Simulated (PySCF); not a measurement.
WOF4, optimised at GFN2-xTB:

```xyz
6

O      0.3456     0.7709    -1.6135
W      0.0125     0.0712    -0.1323
F     -1.2511    -1.2671    -0.3492
F      1.0288     0.8909     1.1830
F     -1.3879     0.9747     0.6787
F      1.1656    -1.3511     0.1544
```

Computed with PySCF (xtb for GFN2) and rigid-rotor harmonic-oscillator thermochemistry at 1 bar. All species are closed-shell singlets. W: scalar-relativistic def2 core potential, no spin-orbit coupling.

List the harmonic frequencies (cm⁻¹, unscaled) at this level and at the other levels, each on its own geometry.


- GFN2-xTB: 99, 214, 227, 227, 233, 233, 315, 383, 430, 430, 445, 883
- PBE/def2-SVP: 94, 227, 228, 231, 282, 283, 324, 646, 695, 696, 710, 1037
- PBE0/def2-TZVP: 100, 237, 238, 244, 301, 301, 337, 650, 706, 707, 740, 1104
